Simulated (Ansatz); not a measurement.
Species: C4H5N, SMILES `C=CCC#N` (C–C–C–C torsion 124°) (charge 0, multiplicity 1), formula C4H5N.

How many basis functions does Ansatz (an electronic-structure program) with frozen-core CCSD(T)/def2-TZVPP // B3LYP-D3(BJ)/def2-TZVP use, how many core orbitals are frozen, and how many electrons are correlated?

225 basis functions and 5 frozen orbitals, which leaves 26 correlated electrons. Core time is of the order of minutes.
